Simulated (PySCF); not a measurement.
A TDDFT job was run through a driver script with this input:

```
{"job": {"kind": "uv", "xc": "CAM-B3LYP", "basis": "def2-SVPD", "nstates": 8, "ntriplets": 3}, "charge": 0, "multiplicity": 1}
C     -0.230774     1.746299     0.266875
C     -0.590094     0.467103     0.046984
C     -1.663216     0.134495    -0.935270
B      0.293924    -0.699330     0.655054
C     -0.287611    -1.894553     1.516839
N      1.631809    -0.527372     0.268564
Al     1.806085     0.977056    -0.773026
H     -0.779929     2.580778    -0.151730
H      0.450315     1.992459     1.075967
H     -1.204926    -0.364543    -1.791594
H     -2.189067     1.021980    -1.283563
H     -2.374981    -0.560969    -0.493725
H     -0.885862    -1.529042     2.349138
H      0.483419    -2.544770     1.923399
H     -0.948387    -2.514297     0.912757
H      2.301255    -1.223853     0.578531
H      2.719615     2.142105    -0.328639
H      1.459667     0.802771    -2.274879
```

Its output, with some lines taken out ([cut]) and without the SCF cycles:

```
converged SCF energy = -480.7655439237

Static polarisability (au): isotropic 93.999, principal 81.619 92.105 108.272

Singlet excitations
state   eV       nm        f      main configurations
  1   5.5371    223.9   0.00587   H->L 0.96
[cut]
  3   6.3676    194.7   0.05935   H-1->L 0.49, H-2->L 0.35
  4   6.6381    186.8   0.04505   H->L+2 0.40, H-3->L 0.31
[cut]
[cut]
[cut]
  8   7.5454    164.3   0.05263   H-1->L+2 0.31, H-1->L+4 0.15

[cut]
```

Computed with TDDFT CAM-B3LYP/def2-SVPD, vertical, gas phase, core orbitals frozen in the response (PySCF 2.14.0, density-fitted response routines). The structure is a single GFN2-xTB conformer in the gas phase; no vibrational or solvent corrections. The groups on Al7 and N6 stand twisted against each other at this level; a DFT optimisation may well turn them into one plane, so the geometry is suspect.

Restore the lines that were cut, in order.

```
  2   6.0065    206.4   0.02427   H-1->L 0.39, H-2->L 0.29, H-3->L 0.17
  5   6.9035    179.6   0.02675   H->L+2 0.30, H-3->L 0.27, H->L+1 0.20
  6   7.0334    176.3   0.00958   H->L+1 0.56, H->L+2 0.11, H->L+5 0.09
  7   7.2432    171.2   0.02583   H-4->L 0.63, H-3->L 0.11
Triplet excitations (Tamm-Dancoff, eV): 4.4009 5.1438 5.5087
```

How much of the mean polarisability do the listed states account for?

The sum over states Σ f/ΔE² (ΔE in hartree) gives 4.09 au, 4% of the total; the rest comes from higher roots of the same response equations.

Give the mean polarisability in Å³.

94.00 au × 0.148185 = 13.93 Å³.

What is the total energy of state 5 at this geometry?

-480.76554 + 0.25370 = -480.51184 hartree.

Write the structure that the coordinates describe.

`C=C(C)B(C)[NH][AlH2]` (C4H11AlBN), point group C1.

H and L stand for HOMO and LUMO.
